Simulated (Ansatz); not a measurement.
Process, species as SMILES: N[SiH]N → N[SiH-]N (an electron is taken up)
Each molecule is optimised on its own at B3LYP-D3(BJ)/def2-TZVP (Ansatz, a quantum-chemistry and plane-wave program), one conformer each, not searched for the lowest.

Wanted: adiabatic electron affinity (electronic energy difference), positive where the reaction releases energy, in eV. Correlated levels leave the core frozen unless marked. UHF or UKS for open shells. Spin-orbit coupling is left out. No relativistic terms. Anions need diffuse functions: aug- sets have them; def2-D sets add few; the other sets have none. CBS(X,Y): correlation extrapolated as X^-3; Hartree-Fock from the larger set.

```json
[
 {"level": "SVWN5/def2-TZVPD", "program": "Ansatz", "adiabatic electron affinity (eV)": "0.81"},
 {"level": "r2SCAN/def2-TZVPD", "program": "Ansatz", "adiabatic electron affinity (eV)": "0.52"},
 {"level": "B3LYP-D3(BJ)/def2-TZVPD", "program": "Ansatz + dftd3", "adiabatic electron affinity (eV)": "0.74"},
 {"level": "BHLYP-D3(BJ)/def2-TZVPD", "program": "Ansatz + dftd3", "adiabatic electron affinity (eV)": "0.46"}
]
```

Problem. Predict the CCSD(T)/CBS(aug-cc-pV(T+d)Z,aug-cc-pV(Q+d)Z) result (Ansatz).

Solution. 0.79 eV
